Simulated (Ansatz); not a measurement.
C3H10FNSi, SMILES CN(C)C[SiH2]F.

Geometry: B3LYP-D3(BJ)/def2-SVP. This is a generated structure with no PubChem entry under its InChIKey; it may be hypothetical. One conformer was computed; it need not be the lowest.

Two levels are set side by side: PBE/def2-SVPD (Ansatz, a first-principles code) and PBE0/def2-SVPD (Ansatz). Energy differences of separate SCF runs at the same geometry; the states with an electron removed or added have multiplicity 2 and 2. Differences are taken from unrounded values.

```
quantity                           PBE0
---------------------------------  ----
vertical ionisation energy (eV)    8.27
vertical singlet–triplet gap (eV)  5.53
```

Question: What does PBE give, and how far is it from PBE0? (An estimate is asked for; the answer gives what the named calculation found.)

Answer: 
| quantity | PBE | PBE minus PBE0 |
|---|---|---|
| vertical ionisation energy (eV) | 8.16 | -0.11 |
| vertical singlet–triplet gap (eV) | 5.18 | -0.35 |
